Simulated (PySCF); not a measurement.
C3H9BO2Si.
Z-matrix (Å and degrees, PBE0-D3(BJ)/def2-SVP geometry), rows numbered from 1:
```
O 
B   1  1.3631
O   2  1.3629  1  123.60
Si  2  2.0342  1  117.94  3   179.33
C   4  1.8725  2  111.82  1    15.91
C   5  1.5090  4  118.98  2   -78.70
C   6  1.4941  5   60.30  4  -111.40
H   1  0.9651  2  115.12  3     0.03
H   3  0.9650  2  115.22  1     0.52
H   4  1.5003  2  110.41  1   140.20
H   4  1.5037  2  109.59  1  -102.35
H   5  1.0963  4  115.24  2    64.03
H   6  1.0949  5  118.18  7   108.24
H   6  1.0935  5  117.93  7  -108.57
H   7  1.0946  5  118.37  6  -108.25
H   7  1.0938  5  117.78  6   108.24
```

Computed, not measured: PBE0-D3(BJ)/def2-SVP geometry optimisation, gas phase in PySCF 2.14.0.

Take the most abundant isotopes and a rigid rotor. The values belong to one conformer with, in the numbering `[OH:1][B:2]([OH:3])[SiH2:4][CH:5]1[CH2:6][CH2:7]1`, H–O1–B2–O3 0°, O1–B2–O3–H 1°, O1–B2–Si4–C5 16°, B2–Si4–C5–C6 -79°.

(1) Give the principal moments of inertia and the rotational constants in GHz.

(2) What kind of rotor is it?

(3) Is it planar, by Δ = Ic − Ia − Ib?

(4) Give the other two planar moments, Paa and Pbb, and the rms extents of the mass along the axes.

(5) Give the coordinates in the principal-axis frame, origin at the centre of mass.

(6) Predict some low-J microwave lines.

(7) Estimate the classical rotational partition function at 10 K, 100 K and 298.15 K.

## Answers

(1) Ia = 110.06, Ib = 454.08, Ic = 535.70 u·Å²; 505379 MHz·u·Å²/I gives 4592, 1113 and 943.4 MHz, that is A = 4.5917, B = 1.1130, C = 0.9434 GHz.

(2) A near-prolate asymmetric top; Ray's κ = -0.907.

(3) Not planar: Δ = Ic − Ia − Ib = -28.44 u·Å². For a rigid frame Δ = −2 Σ m c², so Σ m c² = 14.22 u·Å² lies off the ab plane: 8.37 from hydrogen and 5.85 from heavier atoms. The atom farthest from that plane is 1.59 Å away.

(4) Paa = Σ m a² = (Ib + Ic − Ia)/2 = 439.86 and Pbb = Σ m b² = (Ia + Ic − Ib)/2 = 95.84 u·Å². With the mass M = 116.05 u, the rms extents √(P/M) along a, b and c are 1.95, 0.91, 0.35 Å.

(5) The sense of each axis is arbitrary; atoms in the order of the calculation.
```csv
atom,mass (u),a (Å),b (Å),c (Å)
O1,15.995,1.536,-1.488,0.106
B2,11.009,1.651,-0.134,0.001
O3,15.995,2.845,0.517,-0.089
Si4,27.977,-0.059,0.967,-0.045
C5,12.000,-1.538,-0.020,0.541
C6,12.000,-2.183,-1.002,-0.406
C7,12.000,-2.920,0.234,-0.006
H8,1.008,2.372,-1.970,0.114
H9,1.008,3.625,-0.051,-0.081
H10,1.008,0.106,2.224,0.759
H11,1.008,-0.349,1.389,-1.459
H12,1.008,-1.500,-0.342,1.588
H13,1.008,-1.794,-1.067,-1.427
H14,1.008,-2.516,-1.961,0.000
H15,1.008,-3.047,1.027,-0.751
H16,1.008,-3.767,0.131,0.679
```

(6) The dipole components are |μa| = 2.46 D, |μb| = 2.36 D, |μc| = 0.30 D. Intensities carry the squares of the components, which stand as 1.00 : 0.92 : 0.02 (a : b : c). Some lines, for components of 0.1 D or more:

| type | branch | J(Ka,Kc) | MHz | lower level (cm⁻¹) |
| --- | --- | --- | --- | --- |
| c | Q | 3(1,3) ← 3(0,3) | 3081 | 0.411 |
| c | Q | 2(1,2) ← 2(0,2) | 3315 | 0.206 |
| a | R | 2(1,2) ← 1(1,1) | 3943 | 0.185 |
| a | R | 2(0,2) ← 1(0,1) | 4107 | 0.069 |
| a | R | 2(1,1) ← 1(1,0) | 4282 | 0.190 |
| b | R | 4(0,4) ← 3(1,3) | 5084 | 0.513 |
| a | R | 3(1,3) ← 2(1,2) | 5911 | 0.316 |
| a | R | 3(0,3) ← 2(0,2) | 6145 | 0.206 |
| a | R | 3(2,2) ← 2(2,1) | 6169 | 0.681 |
| c | R | 2(1,1) ← 1(0,1) | 7931 | 0.069 |
| b | R | 3(1,3) ← 2(0,2) | 9226 | 0.206 |
| c | Q | 3(2,2) ← 3(1,2) | 10186 | 0.547 |
| c | Q | 2(2,1) ← 2(1,1) | 10436 | 0.333 |
| b | Q | 3(2,2) ← 3(1,3) | 11203 | 0.513 |
| b | R | 2(2,1) ← 1(1,0) | 14718 | 0.190 |
| c | R | 3(2,2) ← 2(1,2) | 17114 | 0.316 |
| b | R | 3(2,1) ← 2(1,2) | 17144 | 0.316 |
| c | Q | 4(3,2) ← 4(2,2) | 17747 | 1.164 |
| b | Q | 3(3,1) ← 3(2,2) | 17821 | 0.887 |
| b | Q | 4(3,2) ← 4(2,3) | 17837 | 1.161 |
| b | R | 4(2,3) ← 3(1,2) | 18406 | 0.547 |
| c | R | 4(2,3) ← 3(1,3) | 19424 | 0.513 |
| b | R | 3(3,1) ← 2(2,0) | 23984 | 0.681 |
| b | R | 3(3,0) ← 2(2,1) | 23990 | 0.681 |
| b | R | 4(3,2) ← 3(2,1) | 26028 | 0.888 |
| c | R | 4(4,0) ← 3(3,0) | 33171 | 1.481 |
| b | R | 4(4,0) ← 3(3,1) | 33171 | 1.481 |

(7) Point group C1, symmetry number σ = 1; q = (√π/σ)·√((kT/h)³/(ABC)), k/h = 20836.6 MHz/K: 2430 at 10 K, 76800 at 100 K, 395000 at 298.15 K.

Whether it is a minimum is left open (no frequencies). Zero-point vibration and centrifugal distortion are left out. Quadrupole hyperfine structure (11B) is left out.
